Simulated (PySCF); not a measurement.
A calculated (wB97M-V, PySCF 2.14, x2c-TZVPPall, scalar relativity by spin-free X2C-1e) atom or ion has these occupied shells.

| shell | electrons | orbital energy (eV) | rms radius, mean of both spins (bohr) |
| --- | --- | --- | --- |
| 1s | 2 | -83023.9 | 0.0187 |
| 2s | 2 | -14762.4 | 0.0756 |
| 2p | 6 | -12785.1 | 0.0694 |
| 3s | 2 | -3525.9 | 0.193 |
| 3p | 6 | -2948.7 | 0.195 |
| 3d | 10 | -2314.5 | 0.179 |
| 4s | 2 | -787.86 | 0.424 |
| 4p | 6 | -596.52 | 0.452 |
| 4d | 10 | -361.55 | 0.482 |
| 5s | 2 | -125.59 | 0.960 |
| 4f | 14 | -104.40 | 0.530 |
| 5p | 6 | -73.754 | 1.11 |
| 5d | 10 | -14.336 | 1.63 |
| 6s | 2 | -9.547 | 2.95 |

Problem. Name the element and its charge.

Solution. Hg (mercury, neutral), in [Xe] 4f14 5d10 6s2, closed-shell 1S.
